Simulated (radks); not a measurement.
The barium ion Ba4+, configuration [Kr] 4d9.5 5s2 5p4 5d0.5 (fractional occupations, a model configuration). Calculated with a radial shooting solver on a logarithmic mesh with Libxc functionals: Dirac Kohn-Sham, XLYP, spin-unpolarised, spherical densities, finite nucleus; open shells fill j = l - 1/2 first; Fermi nuclear charge, rms radius 4.8378 fm.

Unscreened Slater integrals over Kohn-Sham orbitals (eV). Large and small components are both included. Empty in this configuration: 5d5/2.

| integral | value |
|---|---|
| F0(5d3/2,5d3/2) | 10.783 |
| F2(5d3/2,5d3/2) | 5.7793 |
| F0(5d3/2,5p3/2) | 11.956 |
| F2(5d3/2,5p3/2) | 6.1011 |
| G1(5d3/2,5p3/2) | 7.3103 |
| G3(5d3/2,5p3/2) | 4.5881 |
| F0(5d3/2,5p1/2) | 12.095 |
| G1(5d3/2,5p1/2) | 7.0301 |
| F0(5d3/2,5s1/2) | 12.434 |
| G2(5d3/2,5s1/2) | 4.7925 |
| F0(5d3/2,5d5/2) | 10.730 |
| F2(5d3/2,5d5/2) | 5.7510 |
| G2(5d3/2,5d5/2) | 5.7492 |
| G4(5d3/2,5d5/2) | 3.8867 |
| F0(5p3/2,5p3/2) | 13.795 |
| F2(5p3/2,5p3/2) | 7.5034 |
| F0(5p3/2,5p1/2) | 14.038 |
| G2(5p3/2,5p1/2) | 7.5932 |
| F0(5p3/2,5s1/2) | 14.640 |
| G1(5p3/2,5s1/2) | 9.8042 |
| F0(5p3/2,5d5/2) | 11.877 |
| F2(5p3/2,5d5/2) | 6.0295 |
| G1(5p3/2,5d5/2) | 7.1628 |
| G3(5p3/2,5d5/2) | 4.4982 |
| F0(5p1/2,5p1/2) | 14.301 |
| F0(5p1/2,5s1/2) | 14.951 |
| G1(5p1/2,5s1/2) | 10.276 |
| F0(5p1/2,5d5/2) | 12.012 |
| G3(5p1/2,5d5/2) | 4.3203 |
| F0(5s1/2,5s1/2) | 15.729 |
| F0(5s1/2,5d5/2) | 12.341 |
| G2(5s1/2,5d5/2) | 4.6479 |
| F0(5d5/2,5d5/2) | 10.678 |
| F2(5d5/2,5d5/2) | 5.7246 |
| F4(5d5/2,5d5/2) | 3.8704 |
